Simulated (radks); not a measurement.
Species: La3+. Configuration: [Kr] 4d10 5s2 5p5.75 5d0.25 (fractional occupations, a model configuration).

Method: scalar-relativistic Kohn-Sham, PBEsol, spin-polarised, spherical densities, point nucleus; open shells are filled with parallel spins first (spin-orbit coupling, left out, can overturn this in heavy ions); computed with a radial shooting solver on a logarithmic mesh with Libxc functionals.

Energy parts (eV):
total: -230983.71
kinetic: 244323.15
electron-nucleus: -557804.78
Hartree: 87916.76
exchange-correlation: -5418.82

Orbitals (lengths in bohr, moments of r in powers of bohr; r(90%) holds 90 % of the orbital's charge):
1s up: occ. 1; eigenvalue (eV) -38758.92; r(90%) 0.0452
1s down: occ. 1; eigenvalue (eV) -38758.90; r(90%) 0.0452
2s up: occ. 1; eigenvalue (eV) -6190.760; r(90%) 0.166
2s down: occ. 1; eigenvalue (eV) -6190.741; r(90%) 0.166
2p up: occ. 3; eigenvalue (eV) -5551.763; r(90%) 0.153
2p down: occ. 3; eigenvalue (eV) -5551.741; r(90%) 0.153
3s up: occ. 1; eigenvalue (eV) -1342.937; r(90%) 0.419
3s down: occ. 1; eigenvalue (eV) -1342.917; r(90%) 0.419
3p up: occ. 3; eigenvalue (eV) -1138.921; r(90%) 0.424
3p down: occ. 3; eigenvalue (eV) -1138.899; r(90%) 0.424
3d up: occ. 5; eigenvalue (eV) -845.6546; r(90%) 0.407
3d down: occ. 5; eigenvalue (eV) -845.6306; r(90%) 0.407
4s up: occ. 1; eigenvalue (eV) -290.1845; r(90%) 0.940
4s down: occ. 1; eigenvalue (eV) -290.1391; r(90%) 0.940
4p up: occ. 3; eigenvalue (eV) -223.8088; r(90%) 1.01
4p down: occ. 3; eigenvalue (eV) -223.7635; r(90%) 1.01
4d up: occ. 5; eigenvalue (eV) -127.7790; r(90%) 1.15
4d down: occ. 5; eigenvalue (eV) -127.7231; r(90%) 1.15
5s up: occ. 1; eigenvalue (eV) -62.3437; r(90%) 2.20
5s down: occ. 1; eigenvalue (eV) -62.0286; r(90%) 2.19
5p up: occ. 3; eigenvalue (eV) -45.3581; r(90%) 2.52
5p down: occ. 2.75; eigenvalue (eV) -44.9991; r(90%) 2.52
5d up: occ. 0.25; eigenvalue (eV) -23.7918; r(90%) 3.49
5d down: occ. 0; eigenvalue (eV) -23.4149; r(90%) 3.50

The highest occupied level is 5d up at -23.792 eV. The density falls to 0.001 e/bohr^3 at r = 3.56 bohr. Summed over all electrons, <r^2> = 39.38 bohr^2, which gives a Langevin (diamagnetic) susceptibility term of -31.2 x 10^-6 cm^3/mol.
